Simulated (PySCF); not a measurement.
Computed shifts of a molecule C₂H₇ClSi₃, HF/pcSseg-1 run with PySCF, GIAO, gas phase, equivalent atoms averaged, in ppm (number of nuclei): ²⁹Si: 3.5 (1), -58.2 (1), -107.4 (1). ¹³C: 163.6 (1), 162.9 (1). ¹H: 7.74 (1), 7.66 (1), 5.41 (1), 4.44 (1), 4.27 (1), 3.36 (2). References: ³⁵Cl against HCl (σ = 958.2 ppm); ²⁹Si against TMS (σ = 393.8 ppm); ¹³C against TMS (σ = 192.6 ppm); ¹H against TMS (σ = 31.99 ppm), references at their B3LYP-D3(BJ)/def2-TZVP geometries, non-relativistic (without spin–orbit terms, shifts of atoms bonded to Cl or Br come out too high). Geometry: B3LYP-D3(BJ)/def2-SVP. Other conformers were not sampled.

Pick the molecule that these values belong to.
A. Cl[Si@@H]1C=C[SiH2][SiH2]1
B. [SiH3][Si@@H]1C=C[Si@@H]1Cl
C. C#C[Si]([SiH3])([SiH3])Cl
D. C#C[Si@@H]([SiH3])[SiH2]Cl

A, Cl[Si@@H]1C=C[SiH2][SiH2]1
